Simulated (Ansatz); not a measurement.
Consider the hydrogenolysis of the Si–N bond: `N[SiH]([SiH3])Br` + H₂ → `[SiH3][SiH2]Br` + NH₃.

Calculated with Ansatz (gas phase, PBE0-D4/def2-TZVP geometries, no zero-point term in ΔE). CBS: MP2 limit from def2 TZ/QZ plus the TZ coupled-cluster correction, frozen cores. This one scheme is used for every species. DFT in def2-TZVPP. B3LYP here is the variant with VWN-RPA as its local correlation; programs differ in this. HSE06 is defined as in plane-wave codes. For Br outer-core shells are correlated without core-valence functions, which leaves a few kJ/mol of doubt a bond. Scalar relativity is left out up to krypton. One conformer a species, not always the lowest.

```tsv
level	ΔE (kJ/mol)
revPBE-D4	42.8
BLYP-D4	43.7
B3LYP-D4	41.0
PBE	32.9
revPBE	28.4
HSE06	31.4
SCS-MP2/def2-TZVPP	38.8
HF/CBS(def2)	23.4
```

Q: What does CCSD(T)/CBS give? (Best estimate.)

A: The calculation gave: +39.0 kJ/mol. The listed levels differ from it by 3.8, 4.7, 2.0, -6.1, -10.6, -7.6, -0.2, -15.6 kJ/mol.

Q: What do rigid-rotor, harmonic-oscillator terms from PBE0-D4/def2-TZVP frequencies (298.15 K, 1 bar) make of the CCSD(T)/CBS value? (Estimate.)

A: Ansatz gave: ΔZPE = +15.3 kJ/mol, ΔH = +51.2 kJ/mol, ΔS = 29 J/(mol·K), ΔG = +42.7 kJ/mol.

Largest T1 diagnostic among the species: 0.010.

At CCSD(T), def2-SVP lies −11.8 kJ/mol from the extrapolated value and def2-TZVPP −2.8 kJ/mol. Leaving LDA and LC-ωPBE aside and taking each functional with its dispersion term where it has one, the values, not all of them listed here, spread over 8.5 kJ/mol, from B97M-V to BLYP-D4. LDA lies +9.9 kJ/mol from PBE without D4. In def2-TZVPP, CCSD(T) changes the Hartree–Fock value by +13.1 kJ/mol (the triples alone add +3.6 kJ/mol) and MP2 by +21.2 kJ/mol.
